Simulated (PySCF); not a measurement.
C8H10OS.
Cartesian coordinates in Å at the PBE0-D3(BJ)/def2-SVP level; atoms count from 1:
```
atom  x, y, z in Å
C1     1.0839    2.0944    2.3695
C2     0.5533    1.2264    1.7107
C3    -0.0245    0.1917    0.9051
S4     1.2148   -1.0187    0.2787
C5     2.2328    0.1866   -0.6112
O6     2.0196   -1.4903    1.4496
C7    -1.3830   -0.3123    1.3247
C8    -1.8267   -1.4980    0.4768
C9    -1.6898   -0.6194   -0.7928
C10   -1.2389    0.5483    0.0821
H11    1.5458    2.8553    2.9713
H12    1.6428    0.6524   -1.4135
H13    3.0756   -0.3788   -1.0315
H14    2.5964    0.9359    0.1064
H15   -1.7629   -0.0422    2.3126
H16   -2.8699   -1.7776    0.6778
H17   -1.2029   -2.4028    0.5409
H18   -2.6631   -0.4171   -1.2611
H19   -0.9912   -0.9595   -1.5726
H20   -1.4919    1.6017   -0.0618
```

Computed, not measured: PBE0-D3(BJ)/def2-SVP geometry optimisation, gas phase (PySCF).

Masses are those of the commonest isotopes; rigid-rotor values at the optimised geometry. The values belong to one conformer with, in the numbering `[CH:1]#[C:2][C@@:3]1([S@@:4]([CH3:5])=[O:6])[C@@H:7]2[CH2:8][CH2:9][C@H:10]12`, C2–C3–S4–C5 -59°.

Task: What are A, B and C (cm⁻¹)?

Result: Ia = 321.28, Ib = 448.93, Ic = 576.64 u·Å²; 505379 MHz·u·Å²/I gives 1573, 1126 and 876.4 MHz, that is A = 0.05247, B = 0.03755, C = 0.02923 cm⁻¹.

Task: What kind of rotor is it?

Result: An asymmetric top. Ray's parameter κ = (2B − A − C)/(A − C) = -0.284; −1 is the prolate and +1 the oblate limit.

Task: Is it planar, by Δ = Ic − Ia − Ib?

Result: Not planar: Δ = Ic − Ia − Ib = -193.57 u·Å². For a rigid frame Δ = −2 Σ m c², so Σ m c² = 96.78 u·Å² lies off the ab plane: 19.81 from hydrogen and 76.97 from heavier atoms. The atom farthest from that plane is 2.30 Å away.

Task: Predict some low-J microwave lines.

Result: The dipole components are |μa| = 2.49 D, |μb| = 1.17 D, |μc| = 3.12 D. The squared components, which scale the intensities, stand as 0.64 : 0.14 : 1.00 (a : b : c). Some lines, for components of 0.1 D or more:

```csv
type,branch,"J(Ka,Kc)",MHz,lower level (cm⁻¹)
c,Q,"1(1,1) ← 1(0,1)",447,0.067
a,Q,"2(1,1) ← 2(1,2)",748,0.207
b,Q,"2(1,1) ← 2(0,2)",1025,0.198
b,Q,"3(2,1) ← 3(1,2)",1381,0.443
a,Q,"3(1,2) ← 3(1,3)",1479,0.393
b,Q,"3(1,2) ← 3(0,3)",1613,0.389
a,R,"1(0,1) ← 0(0,0)",2002,0.000
b,R,"1(1,1) ← 0(0,0)",2449,0.000
b,Q,"3(2,2) ← 3(1,3)",2507,0.393
c,Q,"3(3,1) ← 3(2,1)",2550,0.489
b,Q,"3(3,0) ← 3(2,1)",2567,0.489
b,Q,"3(3,1) ← 3(2,2)",2903,0.477
b,R,"2(0,2) ← 1(1,1)",3478,0.082
a,R,"2(1,2) ← 1(1,1)",3755,0.082
b,R,"2(1,2) ← 1(0,1)",4202,0.067
b,R,"2(2,1) ← 1(1,0)",5595,0.090
a,R,"3(0,3) ← 2(0,2)",5732,0.198
a,R,"3(2,2) ← 2(2,1)",6006,0.277
b,R,"3(2,2) ← 2(1,1)",7348,0.232
c,R,"3(2,1) ← 2(1,1)",7701,0.232
c,R,"3(2,2) ← 2(1,2)",8096,0.207
b,R,"3(3,0) ← 2(2,1)",8926,0.277
```

Task: Estimate the classical rotational partition function at 10 K, 100 K and 298.15 K.

Result: Point group C1, symmetry number σ = 1; q = (√π/σ)·√((kT/h)³/(ABC)), k/h = 20836.6 MHz/K: 4280 at 10 K, 135000 at 100 K, 697000 at 298.15 K.

Whether it is a minimum is left open (no frequencies). Constants of a rigid frame at the computed geometry: no zero-point averaging, no centrifugal distortion. A rigid rotor knows nothing of internal rotation, which can split or shift real lines.

Rough CPU time on one thread of a shared machine: about 2.9 min. These figures are those of the optimisation.
